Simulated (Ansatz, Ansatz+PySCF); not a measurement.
```
atom   x (Å)   y (Å)    z (Å)
  Li  0.0000  0.0000  -1.9510
  Li  0.0000  0.0000   1.9510
```

Basis set: 6-31G (spherical functions). All electrons are correlated. Charge 0, multiplicity 1.

Computed with Ansatz (development build ahead of 0.2.0); each method stands on the lowest determinant of its kind that the runs found. Restricted open shells among the atoms or ions are ROHF, correlated in semicanonical orbitals with singles. Restricted functionals stand beside restricted open-shell atoms, which can lie above the unrestricted atoms usual in DFT and then raise those values.

The atomization energy at this shape (free ground-state atoms in the same class of orbitals less the molecule, no zero-point energy) of singlet Li2:

```csv
method,atomization energy
PBE0 (unrestricted),9.15 kcal/mol
PBE0 (restricted),7.75 kcal/mol
full CI (lowest root of this spin),10.10 kcal/mol
RHF-CCSD(T),10.10 kcal/mol
RHF-CCSD,10.05 kcal/mol
UHF-MP2,3.82 kcal/mol
RHF-MP2,2.21 kcal/mol
UHF,2.02 kcal/mol
```

(1) What does RHF give?

## Answers

(1) -8.41 kcal/mol. Caution: the shape is not the minimum. Caution for PBE0 (unrestricted): the unrestricted determinant is spin contaminated. Caution for RHF-CCSD(T), RHF-CCSD, RHF-MP2, RHF: an unrestricted determinant lies well below. Caution for RHF-CCSD(T), RHF-CCSD, UHF-MP2, RHF-MP2: large amplitudes, a single reference is doubtful. Caution for UHF-MP2, UHF: the determinant may break the point group; the unrestricted determinant is a mixture of spin states.

This basis has no polarisation functions and is too small for such energies, which can lie far from measured ones in either direction.
